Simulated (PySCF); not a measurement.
F₃Sb, charge -1, multiplicity 2. Atoms are numbered in the order given.

```xyz
4

Sb     0.0000     0.0000     0.0313
F      0.0000     0.0000     2.1761
F      0.0000     1.7196    -1.1768
F      0.0000    -1.7196    -1.1768
```
Charge -1, spin multiplicity 2.

The structure is a stationary point at r2SCAN-D4/def2-SVPD. The geometry has at least one imaginary mode, so it is a saddle point at that level. The def2 effective core potentials stand for the cores of Sb; spin–orbit coupling is left out.

These are PBE/def2-TZVPD run with PySCF values and carry that method's errors.

Isolated molecule, no solvent. A positive occupied level means that this level leaves the electron formally unbound; only the finite basis holds it.

Computed frontier levels, dipole moment and polarisability:
| Quantity | Value |
|---|---|
| α spin, highest occupied and lowest empty level | 0.19 and 2.74 eV |
| β spin, highest occupied and lowest empty level | -1.69 and 1.33 eV |
| dipole moment about the centre of nuclear charge | 0.01 D |
| mean static polarisability | 64.4 bohr³ (9.55 Å³) |
| polarisability, principal values | 60.0, 64.4, 68.9 bohr³ |
| ⟨S²⟩ | 0.753 (pure state 0.75) |
